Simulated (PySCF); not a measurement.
**How methods differ on the excitation energy of Mn**

Mn [Ar] 3d5 4s2 (6S) → Mn [Ar] 3d4 4s2 4p1 (high-spin determinant), as a difference of total energies. All numbers are calculated (PySCF 2.14, the non-relativistic Hamiltonian (point nucleus), in aug-cc-pwCVTZ). Correlated levels: valence: [Ar] frozen; valence and next inner shell: [Ne] frozen; nothing frozen. The calculations carry no spin-orbit coupling.

```json
{"method": "UHF", "excitation energy (eV)": "8.027"}
{"method": "LDA", "excitation energy (eV)": "9.302"}
{"method": "PBE0", "excitation energy (eV)": "8.781"}
{"method": "r2SCAN", "excitation energy (eV)": "8.951"}
{"method": "r2SCAN0", "excitation energy (eV)": "8.795"}
{"method": "B97-3", "excitation energy (eV)": "8.797"}
{"method": "MP2 (valence)", "excitation energy (eV)": "8.506"}
{"method": "SCS-MP2 (valence)", "excitation energy (eV)": "7.923"}
{"method": "MP2 (valence and next inner shell)", "excitation energy (eV)": "8.883"}
{"method": "SCS-MP2 (valence and next inner shell)", "excitation energy (eV)": "8.360"}
{"method": "MP2 (all electrons)", "excitation energy (eV)": "8.909"}
{"method": "SCS-MP2 (all electrons)", "excitation energy (eV)": "8.377"}
```

**Question.** Estimate what PBE gives.

**Answer.** 8.967 eV, closest to r2SCAN among the rows shown.

**Question.** Estimate what M06-2X gives.

**Answer.** 8.637 eV, closest to MP2 (valence) among the rows shown.

A first-order spin-orbit estimate (lowest level to lowest level, LS coupling) adds -0.089 eV.

The upper state lies above the first ionisation limit, where it may autoionise and the basis confines it.

The determinant of the upper state mixes LS terms, which raises its energy above the lowest term, most at the Hartree-Fock and MP2 levels.
